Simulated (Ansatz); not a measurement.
One change: `BCC#C` becomes `C#CCC#N`.

Ansatz, PBE0-D4/def2-TZVP geometries, multiplicity 1. 

```tsv
property	`BCC#C`
HOMO energy (PBE/def2-TZVPP) / eV	-6.35
HOMO energy (PBE0/def2-TZVPP) / eV	-7.56
HOMO energy (B3LYP/def2-TZVPP) / eV	-7.33
HOMO–LUMO gap (PBE/def2-TZVPP) / eV	3.69
HOMO–LUMO gap (ωB97M-V/def2-TZVPP) / eV	10.16
LUMO energy (ωB97M-V/def2-TZVPP) / eV	0.34
```

Problem. What does the change do to each property? (Estimate.)

Solution. The calculation gave: 
```json
{"property": "HOMO energy (PBE/def2-TZVPP) / eV", "`C#CCC#N`": "-7.28", "shift": "-0.93"}
{"property": "HOMO energy (PBE0/def2-TZVPP) / eV", "`C#CCC#N`": "-8.54", "shift": "-0.98"}
{"property": "HOMO energy (B3LYP/def2-TZVPP) / eV", "`C#CCC#N`": "-8.29", "shift": "-0.96"}
{"property": "HOMO–LUMO gap (PBE/def2-TZVPP) / eV", "`C#CCC#N`": "6.34", "shift": "2.65"}
{"property": "HOMO–LUMO gap (ωB97M-V/def2-TZVPP) / eV", "`C#CCC#N`": "12.83", "shift": "2.67"}
{"property": "LUMO energy (ωB97M-V/def2-TZVPP) / eV", "`C#CCC#N`": "2.02", "shift": "1.68"}
```

With PBE0 the HOMO falls by 0.98 eV and the LUMO rises by 1.70 eV, so the gap widens by about 2.68 eV. PBE moves the HOMO by -0.93 eV and ωB97M-V by -0.99 eV. The zero-point energy changes by -27.0 kJ/mol with -3 modes.

B3LYP here is the variant with VWN-RPA as its local correlation; programs differ in this.
